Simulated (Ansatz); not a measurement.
System: CdCl2, charge 0, singlet. CdCl2 (SMILES [Cl][Cd][Cl]).
B3LYP-D3(BJ)/def2-TZVP minimum from Ansatz (a first-principles code):
```xyz
3

Cd     0.0000     0.0000     0.0000
Cl     0.0000     0.0000    -2.2851
Cl     0.0000     0.0000     2.2851
```
Charge 0, spin multiplicity 1.

Total energies in hartree (Ansatz). UHF or UKS for unpaired electrons; spin-orbit terms are left out. Cores are frozen in correlated methods (noble-gas shells, and filled d and f shells in the p block). Past Kr the def2 sets carry scalar-relativistic core potentials.

```tsv
species	HF/def2-TZVPP	CCSD(T)/def2-TZVPP	HF/def2-QZVPP	CCSD(T)/def2-QZVPP	CCSD(T)/def2-SVP	CCSDT(Q)/def2-SVP
1: CdCl2 (SMILES [Cl][Cd][Cl])	-1086.00118	-1086.84165	-1086.03090	-1086.95291	-1086.20599	-1086.20713
2: Cd (singlet)	-166.88392	-167.31105	-166.88491	-167.34967	-167.12243	-167.12248
3: Cl (doublet)	-459.47685	-459.66464	-459.48954	-459.69535	-459.44599	-459.44629
```

Q: Work out the atomisation energy (electronic, to ground-state atoms) in kcal/mol: take Hartree-Fock from def2-QZVPP, extrapolate the CCSD(T) correlation energy as X^-3 (X = 3, 4), and add CCSDT(Q) - CCSD(T) in def2-SVP. 1 hartree = 627.51 kcal/mol.

A: 
Species 1: correlation (64·(-0.92201) - 27·(-0.84047))/37 = -0.98151; step -0.00114; E1 = -1086.03090 + (-0.98151) + (-0.00114) = -1087.01355
Species 2: correlation (64·(-0.46476) - 27·(-0.42713))/37 = -0.49222; step -0.00005; E2 = -166.88491 + (-0.49222) + (-0.00005) = -167.37718
Species 3: correlation (64·(-0.20581) - 27·(-0.18779))/37 = -0.21896; step -0.00030; E3 = -459.48954 + (-0.21896) + (-0.00030) = -459.70880
-1·E1 +1·E2 +2·E3 = 0.21877 hartree = 137.3 kcal/mol.
